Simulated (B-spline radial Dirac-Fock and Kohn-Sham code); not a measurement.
# Diagram lines of Zr⁺

System: Zr⁺ in the configuration [Kr] 4d2 5s1, inside a Watson sphere of charge -1 and radius 1.8 Å (a model of the Madelung potential; inside it an electron's potential energy is raised by 8.0 eV).

Calculated with an atomic code on a B-spline grid, using multi-electron Dirac-Fock with separately optimised hole states, Breit and Lamb-shift corrections added in first order. A line energy is the difference of two single-hole energies; the list is a selection of electric-dipole transitions between resolved j subshells. Electron correlation is not included.

| line | energy (keV) | wavelength (Å) |
| --- | --- | --- |
| K-N3 | 17.969 | 0.68999 |
| K-N2 | 17.967 | 0.69006 |
| K-M3 | 17.663 | 0.70193 |
| K-M2 | 17.650 | 0.70248 |
| K-L3 | 15.773 | 0.78603 |
| K-L2 | 15.689 | 0.79026 |
| L1-N3 | 2.5097 | 4.9402 |
| L1-N2 | 2.5079 | 4.9437 |
| L3-O1 | 2.2277 | 5.5656 |
| L1-M3 | 2.2042 | 5.6250 |
| L1-M2 | 2.1903 | 5.6605 |
| L2-M4 | 2.1262 | 5.8313 |
| L3-M5 | 2.0441 | 6.0655 |
| L3-M4 | 2.0417 | 6.0726 |
| L2-M1 | 1.8745 | 6.6142 |
| L3-M1 | 1.7900 | 6.9264 |
| M4-N2 | 0.1520 | 81.547 |
| M5-N3 | 0.1514 | 81.874 |
